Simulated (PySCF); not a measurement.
B(Cl)(OMe)(SH) (CH4BClOS), SMILES SB(OC)Cl. Atoms are numbered in the order given.

```xyz
9

B     -0.1345     0.1423     0.0000
Cl    -0.5278     1.8747     0.0000
O     -1.1695    -0.7290     0.0000
C     -0.9798    -2.1380     0.0000
H     -0.4208    -2.4686     0.9021
H     -1.9769    -2.6180     0.0000
H     -0.4208    -2.4686    -0.9021
S      1.5968    -0.4475     0.0000
H      2.1487     0.7947     0.0000
```

Coordinates come from a PBE-D3(BJ)/def2-SVP optimisation. This is a generated structure with no PubChem entry under its InChIKey; it may be hypothetical. One conformer was computed; it need not be the lowest.

Calculation: PBE0/pcSseg-1 (PySCF).

GIAO shieldings, no solvent; atoms alike by connectivity are averaged. δ = σ(ref) − σ: ¹¹B against BF3 (σ = 88.8 ppm); ³⁵Cl against HCl (σ = 945.9 ppm); ¹⁷O against H2O (σ = 334.2 ppm); ¹³C against TMS (σ = 186.3 ppm); ¹H against TMS (σ = 31.56 ppm); ³³S against H2S (σ = 716.7 ppm), references at their B3LYP-D3(BJ)/def2-TZVP geometries, non-relativistic (without spin–orbit terms, shifts of atoms bonded to Cl or Br come out too high).

Estimate the chemical shifts. (The exact figures need the calculation; the answer reports its results.)


| nucleus | atoms | count | δ (ppm) |
|---|---|---|---|
| ¹¹B | B1 | 1 | 29.2 |
| ³⁵Cl | Cl2 | 1 | 173.2 |
| ¹⁷O | O3 | 1 | 162.1 |
| ¹³C | C4 | 1 | 60.1 |
| ¹H | H5, H6, H7 | 3 | 4.28 |
| ¹H | H9 | 1 | 3.01 |
| ³³S | S8 | 1 | 146.1 |
